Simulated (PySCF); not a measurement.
Start geometry of `BrC(Br)Br` from GFN2-xTB (Å):
```
atom  x, y, z in Å
Br1   -1.402   -1.202   -0.452
C2    -0.001   -0.007    0.139
Br3   -0.345    1.825   -0.428
Br4    1.757   -0.619   -0.517
H5     0.025   -0.031    1.220
```

Q: What comes out of this run: PBE0-D3(BJ)/def2-SVP geometry optimisation, gas phase (PySCF)?

A: 
```
atom  x, y, z in Å
Br1    0.168    1.569   -1.044
C2     0.049    0.025    0.099
Br3    1.165   -1.414   -0.526
Br4   -1.774   -0.540    0.353
H5     0.430    0.323    1.080
```

The energy falls by 0.033 eV over 6 energy and gradient evaluations, the largest force component goes from 0.0227 to 1.4e-04 Eh/bohr, and the atoms move by 0.024 Å rms after alignment. The bond that changes most is C2–Br4 (sp3 C–Br carbon to alkyl bromine), which shortens by 0.049 Å. Bonds longer at the end by more than 0.005 Å: 1 of 4; shorter: 3. Rotational constants go from 1227, 1210, 619.7 to 1241, 1240, 629.8 MHz. The orientation of the end geometry is arbitrary; only internal coordinates are fixed.

The run used 115 basis functions and 42 SCF cycles in all. Hardware: Arm Neoverse V1, one thread, shared host with 32 logical CPUs at a one-minute load of 15. Cost: 46 s of wall time, 0.52 GiB resident at most.

Stationary, but not proved a minimum.
